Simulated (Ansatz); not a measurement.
AlClH6OSi2. The species carries charge 0 and has multiplicity 1. The bonds changed during the relaxation, so this is another structure than the one it started from.

```json
{"atom": "O1", "x (Å)": "-1.369", "y (Å)": "-1.359", "z (Å)": "1.091"}
{"atom": "Si2", "x (Å)": "-0.087", "y (Å)": "-1.828", "z (Å)": "0.169"}
{"atom": "Si3", "x (Å)": "0.944", "y (Å)": "0.106", "z (Å)": "-0.662"}
{"atom": "Al4", "x (Å)": "0.238", "y (Å)": "2.234", "z (Å)": "0.197"}
{"atom": "Cl5", "x (Å)": "-0.721", "y (Å)": "1.113", "z (Å)": "-1.746"}
{"atom": "H6", "x (Å)": "-1.318", "y (Å)": "-0.511", "z (Å)": "1.538"}
{"atom": "H7", "x (Å)": "0.931", "y (Å)": "-2.580", "z (Å)": "0.958"}
{"atom": "H8", "x (Å)": "-0.618", "y (Å)": "-2.719", "z (Å)": "-0.892"}
{"atom": "H9", "x (Å)": "1.959", "y (Å)": "-0.137", "z (Å)": "-1.724"}
{"atom": "H10", "x (Å)": "0.893", "y (Å)": "3.591", "z (Å)": "-0.271"}
{"atom": "H11", "x (Å)": "-0.852", "y (Å)": "2.090", "z (Å)": "1.344"}
```

**Question.** List the harmonic frequencies (cm⁻¹, unscaled) at PBE0-D4/def2-TZVP in Ansatz. (An estimate is asked.)

**Answer.** Computed: 32, 58, 96, 172, 207, 221, 349, 363, 397, 421, 468, 498, 574, 641, 681, 722, 740, 802, 872, 926, 952, 1903, 1954, 2190, 2209, 2237, 3895.

**Question.** Is this a minimum?

**Answer.** Yes, all 27 modes are real.

**Question.** Give the ideal-gas thermochemistry at 298.15 K and 1 bar (rigid rotor, harmonic oscillator; point group C1, symmetry number 1).

**Answer.** Zero-point energy 147.0 kJ/mol; H(298) − E = 174.7 kJ/mol; entropy 409.2 J/(mol·K), of which translation 170.5, rotation 120.9, vibration 117.7; G(298) − E = 52.7 kJ/mol. Modes under 100 cm⁻¹ are hindered rotations or soft bends, so the harmonic entropy is rough.
